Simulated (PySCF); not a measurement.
Job file and geometry (Å, from GFN2-xTB) of an NMR shielding run on `COC[C@@H](CF)OC`, C$_{5}$H$_{11}$FO$_{2}$, GIAO PBE0/pcSseg-1 NMR shielding, non-relativistic, gas phase (PySCF); density fitting, a coarse starting grid and PySCF grid level 2 are the driver's defaults:

```
$ OMP_NUM_THREADS=1 python probes_run.py task.json out

{"job": {"kind": "nmr", "xc": "PBE0", "basis": "pcSseg-1"}, "charge": 0, "multiplicity": 1}
C     -3.110076     0.219770    -0.532770
O     -1.868019    -0.041678     0.072525
C     -0.779566     0.385028    -0.708002
C      0.524984     0.076382     0.032270
C      0.646821    -1.436287     0.249476
F      1.496954    -1.724658     1.291037
O      1.565273     0.608936    -0.755291
C      2.806512     0.708341    -0.090798
H     -3.194870    -0.292356    -1.498808
H     -3.257372     1.294885    -0.689802
H     -3.871091    -0.156877     0.147329
H     -0.770518    -0.127653    -1.681930
H     -0.830330     1.467153    -0.895119
H      0.501208     0.562068     1.020680
H     -0.329868    -1.848449     0.514563
H      1.052774    -1.923460    -0.642408
H      3.203290    -0.271911     0.187390
H      2.719581     1.323327     0.812259
H      3.484510     1.186689    -0.794572
```

Question: Write the output of this run.

Answer: 
```
coarse grid: 15512 points
cycle   1  E = -446.6780909891  dE =  8.833e-01  |g| = 7.905e-01  |ddm| = 3.571e+00
cycle   2  E = -446.5686550224  dE =  1.094e-01  |g| = 1.140e+00  |ddm| = 1.476e+00
cycle   3  E = -446.7853941225  dE = -2.167e-01  |g| = 7.220e-02  |ddm| = 9.389e-01
cycle   4  E = -446.7862663027  dE = -8.722e-04  |g| = 2.563e-02  |ddm| = 5.924e-02
cycle   5  E = -446.7864017713  dE = -1.355e-04  |g| = 6.998e-03  |ddm| = 2.300e-02
cycle   6  E = -446.7864094032  dE = -7.632e-06  |g| = 2.351e-03  |ddm| = 5.831e-03
final grid: 149152 points
cycle   7  E = -446.8631692045  dE = -3.831e-05  |g| = 1.520e-02  |ddm| = 2.906e-02
cycle   8  E = -446.8631273102  dE =  4.189e-05  |g| = 2.193e-02  |ddm| = 2.164e-02
cycle   9  E = -446.8632106209  dE = -8.331e-05  |g| = 1.445e-03  |ddm| = 1.350e-02
cycle  10  E = -446.8632110744  dE = -4.535e-07  |g| = 1.413e-04  |ddm| = 1.330e-03
cycle  11  E = -446.8632110770  dE = -2.584e-09  |g| = 9.664e-05  |ddm| = 1.683e-04
cycle  12  E = -446.8632110785  dE = -1.536e-09  |g| = 2.086e-05  |ddm| = 8.097e-05
cycle  13  E = -446.8632110786  dE = -7.867e-11  |g| = 3.783e-06  |ddm| = 1.935e-05
converged SCF energy = -446.8632110786

GIAO shielding tensors (ppm)
atom      isotropic    diamagn.    paramagn.     s11        s22        s33       span
  0 C      125.299     241.766    -116.467     94.315     97.527    184.056     89.741
  1 O      316.766     399.422     -82.656    288.758    315.235    346.304     57.546
  2 C      112.174     247.898    -135.724     77.704     92.746    166.073     88.369
  3 C      102.569     247.080    -144.511     83.755     89.683    134.269     50.515
  4 C       94.062     246.450    -152.388     57.030     80.477    144.680     87.650
  5 F      418.075     472.649     -54.573    374.148    403.851    476.226    102.078
  6 O      295.980     397.337    -101.357    252.656    288.844    346.440     93.784
  7 C      125.374     243.353    -117.980     93.932    101.012    181.177     87.244
  8 H       28.433      28.007       0.426     24.579     26.131     34.589     10.009
  9 H       28.314      27.910       0.404     24.530     25.872     34.539     10.009
 10 H       27.768      27.679       0.089     23.714     25.205     34.384     10.670
 11 H       28.792      32.604      -3.812     25.603     29.132     31.641      6.037
 12 H       28.264      32.359      -4.095     24.649     28.588     31.556      6.907
 13 H       27.988      33.367      -5.379     26.227     27.432     30.304      4.078
 14 H       26.603      30.887      -4.285     21.322     27.659     30.826      9.504
 15 H       27.008      30.649      -3.641     23.616     27.707     29.700      6.084
 16 H       27.687      28.934      -1.247     23.119     26.746     33.198     10.079
 17 H       28.290      29.171      -0.881     24.833     25.864     34.173      9.340
 18 H       27.904      27.916      -0.012     23.876     25.399     34.436     10.560
```

Question: Turn these shieldings into chemical shifts. Shifts are taken against calculated references (same method and geometry level): 13C (σ = 186.93 ppm) and 1H (σ = 31.72 ppm) vs TMS; 17O (σ = 336.08 ppm) vs H2O; 19F (σ = 170.95 ppm) vs CFCl3.

Answer: Averaging equivalent atoms: C 4: 92.9; C 3: 84.4; C 2: 74.8; C 0: 61.6; C 7: 61.6; O 6: 40.1; O 1: 19.3; F 5: -247.1; H 14: 5.11; H 15: 4.71; H 16/17/18: 3.76; H 13: 3.73; H 8/9/10: 3.55; H 12: 3.45; H 11: 2.93 ppm. Unscaled 19F shifts against computed CFCl3 carry errors that often reach 10 to 50 ppm. Experimental scales use liquid or dissolved standards, which lie at an offset from isolated H2O (liquid H2O: subtract about 36 ppm).

Size and cost of the density-fitted run: 191 basis functions, 20 s wall time on 1 thread of an Intel Xeon 6975P-C, shared host; peak memory 1 GiB.
